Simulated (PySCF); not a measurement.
B(Cl)(F)(SH) (BClFHS), SMILES FB(S)Cl. Atoms are numbered in the order given.

```xyz
5

B      0.3647     0.0177     0.0000
Cl    -0.4960     1.5532     0.0000
F      1.6873     0.0266     0.0000
S     -0.5686    -1.5252     0.0000
H      0.5208    -2.3295     0.0000
```
Charge 0, spin multiplicity 1.

Geometry: B3LYP-D3(BJ)/def2-SVP. Other conformers were not sampled.

All values below come from TDA-PBE0/def2-SVPD (PySCF).

Vertical excitations. Isolated molecule, no solvent. State labels are in the subgroup Cs.

| state | symmetry | energy (eV) | λ (nm) | f | main pairs |
|---|---|---|---|---|---|
| S1 | A' | 6.76 | 183 | 0.243 | HOMO→LUMO 92 % |
| S2 | A" | 6.79 | 183 | 0.010 | HOMO→LUMO+1 79 %, HOMO→LUMO+2 18 % |
| S3 | A" | 7.10 | 175 | 0.000 | HOMO−1→LUMO 98 % |
| S4 | A" | 7.43 | 167 | 0.036 | HOMO→LUMO+2 73 %, HOMO→LUMO+1 19 % |
| S5 | A" | 7.74 | 160 | 0.005 | HOMO−2→LUMO 91 % |
| S6 | A" | 8.27 | 150 | 0.000 | HOMO→LUMO+3 89 % |
| S7 | A' | 8.28 | 150 | 0.044 | HOMO−3→LUMO 71 %, HOMO−1→LUMO+1 16 % |
| S8 | A' | 8.47 | 146 | 0.095 | HOMO−1→LUMO+1 79 %, HOMO−3→LUMO 13 % |
| S9 | A" | 8.80 | 141 | 0.064 | HOMO→LUMO+4 51 %, HOMO→LUMO+5 33 % |
| S10 | A' | 8.81 | 141 | 0.014 | HOMO−2→LUMO+1 92 % |
| T1 | A' | 5.38 | 230 | 0 | HOMO→LUMO 98 % |
| T2 | A" | 6.28 | 197 | 0 | HOMO→LUMO+1 64 %, HOMO→LUMO+2 31 % |
| T3 | A" | 6.82 | 182 | 0 | HOMO−1→LUMO 70 %, HOMO−2→LUMO 14 % |
| T4 | A" | 7.07 | 175 | 0 | HOMO→LUMO+2 32 %, HOMO−1→LUMO 27 %, HOMO→LUMO+1 18 %, HOMO−2→LUMO 17 % |
Triplets are in the Tamm–Dancoff approximation.
